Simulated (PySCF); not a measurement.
**Exercise with solution: entropy of an ideal gas**

Ta(O)(OH)(NH2)2 (H₅N₂O₂Ta), SMILES [Ta](=[O])([NH2])([NH2])[OH], multiplicity 1.

The structure is a stationary point at PBE-D3(BJ)/def2-SVP. The multiplicity is an assumed one; other spin states were not compared. The def2 effective core potentials stand for the cores of Ta; spin–orbit coupling is left out. One conformer was computed; it need not be the lowest.

PySCF with PBE-D3(BJ)/def2-SVP gives the harmonic wavenumbers 162, 166, 174, 175, 189, 275, 312, 359, 416, 457, 480, 550, 568, 647, 658, 682, 957, 1463, 1465, 3469, 3471, 3564, 3564, 3796 cm⁻¹ and the rotational temperatures 0.1491, 0.1460, 0.1296 K. The molar mass is 246.00 g/mol, the symmetry number 1, the spin multiplicity 1.

Problem. Work out the entropy at 298.15 K and 1 atm in the rigid-rotor, harmonic-oscillator model.

Solution. 
Translation (Sackur–Tetrode at 1 atm): S = R[1.5 ln M + 2.5 ln T − 1.16487] = 177.4 J/(mol K).
Rotation: q = (√π/σ) T^1.5/√(θA θB θC) = 172000, S = R[ln q + 3/2] = 112.7 J/(mol K).
Vibration: with u = 1.4388 ν/T, each mode gives R[u/(e^u − 1) − ln(1 − e^−u)]:
```tsv
ν (cm⁻¹)	modes	u	S (J/(mol K))
162	1	0.78	10.57
166	1	0.80	10.38
174	1	0.84	10.01
175	1	0.84	9.96
189	1	0.91	9.36
275	1	1.33	6.55
312	1	1.51	5.66
359	1	1.73	4.71
416	1	2.01	3.79
457	1	2.21	3.24
480	1	2.32	2.97
550	1	2.65	2.28
568	1	2.74	2.13
647	1	3.12	1.57
658	1	3.18	1.51
682	1	3.29	1.37
957	1	4.62	0.47
1463	1	7.06	0.06
1465	1	7.07	0.06
```
The stiffer modes add less than 0.005 each. Sum 86.6 J/(mol K).
Spin: R ln 1 = 0.0 J/(mol K).
Total 376.7 J/(mol K); the program's own thermochemistry gives 376.6. Translation makes up 47 % and vibration 23 %. Anharmonicity, hindered rotation and orbital degeneracy are left out.
